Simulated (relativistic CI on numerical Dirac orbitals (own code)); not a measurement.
The 26-electron sequence from Pd20+ to Tb39+

These numbers are calculated, not measured: Dirac-Coulomb-Breit CI, orbitals from a KLI potential per configuration, model QED, unscaled Slater integrals (own radial code, finite nucleus).

CI space (outside the closed core [Ne]): 3s2.3p6.3d8, 3s2.3p5.3d9, 3s.3p6.3d9, 3s2.3p6.3d7.4s, 3s2.3p6.3d7.4p, 3s2.3p6.3d6.4s2, 3s2.3p6.3d5.4s2.4p. Double excitations out of closed p, d and f shells are left out; levels of such configurations are missing from the list, as are those of other unlisted configurations, and high levels can miss mixing partners.

Energies above each ion's lowest level, in eV. Levels are followed by their leading LS label, which can pass from one level to another where the coupling changes.

```tsv
Ion	3s2.3p6.3d8 3F_4	3s2.3p6.3d8 1D_2	3s2.3p6.3d8 3F_3	3s2.3p6.3d8 3P_2	3s2.3p6.3d8 3P_0	3s2.3p6.3d8 3P_1	3s2.3p6.3d8 1G_4
Pd20+	0	4.6028	5.1163	9.4137	11.714	12.554	13.857
Ag21+	0	4.8355	5.7927	10.268	12.371	13.497	14.788
Cd22+	0	5.0554	6.5347	11.197	13.037	14.506	15.78
In23+	0	5.2645	7.3466	12.203	13.71	15.586	16.839
Sn24+	0	5.4643	8.2328	13.288	14.388	16.74	17.97
Sb25+	0	5.6564	9.1977	14.454	15.069	17.974	19.176
Te26+	0	5.8422	10.246	15.706	15.752	19.292	20.463
I27+	0	6.0227	11.382	17.047	16.436	20.699	21.836
Xe28+	0	6.1988	12.611	18.48	17.119	22.2	23.299
Cs29+	?	?	?	?	?	?	?
Ba30+	0	6.5412	15.367	21.645	18.48	25.502	26.518
La31+	0	6.7087	16.904	23.385	19.158	27.314	28.284
Ce32+	0	6.8744	18.555	25.238	19.832	29.241	30.162
Pr33+	0	7.0387	20.324	27.208	20.504	31.287	32.157
Nd34+	0	7.202	22.217	29.302	21.173	33.459	34.275
Pm35+	0	7.3647	24.24	31.525	21.839	35.762	36.522
Sm36+	0	7.527	26.398	33.882	22.502	38.201	38.903
Eu37+	0	7.6892	28.698	36.38	23.162	40.784	41.425
Gd38+	0	7.8514	31.146	39.024	23.82	43.515	44.093
Tb39+	0	8.0139	33.746	41.822	24.476	46.401	46.914
```

Fill in the row of Cs29+.

3s2.3p6.3d8 3F_4 0, 3s2.3p6.3d8 1D_2 6.3714, 3s2.3p6.3d8 3F_3 13.938, 3s2.3p6.3d8 3P_2 20.011, 3s2.3p6.3d8 3P_0 17.801, 3s2.3p6.3d8 3P_1 23.799, 3s2.3p6.3d8 1G_4 24.858 (eV).

The lowest level keeps the configuration 3s2.3p6.3d8 and J = 4 throughout.

Between Z = 62 and 65 the energy of 3s2.3p6.3d8 1D_2 follows a local power law Z^1.3. For orientation: electrostatic splittings inside a shell grow about linearly with the screened charge, excitations that change n as its square, and fine structure as its fourth power; written in Z itself the exponents are larger, since the screened charge grows faster in proportion.
